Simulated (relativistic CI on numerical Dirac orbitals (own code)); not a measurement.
Method of calculation: Dirac-Coulomb-Breit CI, KLI orbitals optimised for each configuration, model QED (radiative potential, 1s self-energy scaled to tabulated hydrogen-like ionisation energies), valence Slater integrals scaled by 0.9, P86 correlation estimate, and configurations built on the next ion tied to the tabulated ionisation energy (semi-empirical) (own radial code, finite nucleus).

Configuration list (outside the closed core 1s2): 2s2 2p2, 2s2 2p 3s, 2s2 2p 3p, 2s2 2p 3d, 2s2 2p 4s, 2s 2p3, 2p4, 2p3 3s, 2p3 3p, 2p3 3d, 2s 2p2 3s, 2s 2p2 3p, 2s 2p2 3d, 2s2 2p 4p, 2s2 2p 4d, 2s2 2p 4f, 2s2 3s2, 2s2 3s 3p, 2s 2p2 4s, 2s 2p2 4p, 2s2 3p2, 2s2 3s 3d, 2s 2p2 4d, 2s 2p2 4f. Levels of other configurations are missing.

Configurations that consist of the next ion and one excited electron were tied to the tabulated ionisation energy; Rydberg ones are usually within 1,000 to 3,000 cm⁻¹ and the lowest ones within about 6,000 (9,000 in d shells), while levels on excited terms of the next ion carry the error of that term, and the other configurations can be misplaced by 10,000 cm⁻¹ or more. Rates follow the energies as ν³ (E1, M1) or ν⁵ (E2), so rates, branching and lifetimes can be off by large factors.

Outline of the computed level scheme of Si IX. Lowest level of each configuration: 2s2 2p2 3P_0 at 0.000 eV; 2s 2p3 5S°_2 at 19.831 eV; 2p4 3P_2 at 85.061 eV; 2s2 2p 3s 3P°_0 at 199.212 eV; 2s2 2p 3p 1P_1 at 208.768 eV; 2s2 2p 3d 3F°_2 at 220.356 eV; 2s 2p2 3s 5P_1 at 221.948 eV.

Some strong electric-dipole decays among the lowest 45 levels: 2s2 2p 3d 3D°_3 → 2s2 2p2 3P_2 (1.1e+12 s⁻¹); 2s2 2p 3d 3D°_2 → 2s2 2p2 3P_1 (9.3e+11 s⁻¹); 2s2 2p 3d 3D°_1 → 2s2 2p2 3P_0 (7.6e+11 s⁻¹); 2s2 2p 3d 3P°_2 → 2s2 2p2 3P_2 (6.9e+11 s⁻¹); 2s2 2p 3d 1D°_2 → 2s2 2p2 1D_2 (3.0e+11 s⁻¹); 2s2 2p 3d 3D°_1 → 2s2 2p2 3P_1 (2.8e+11 s⁻¹); 2s2 2p 3s 1P°_1 → 2s2 2p2 1D_2 (1.6e+11 s⁻¹); 2s2 2p 3s 3P°_0 → 2s2 2p2 3P_1 (1.3e+11 s⁻¹).
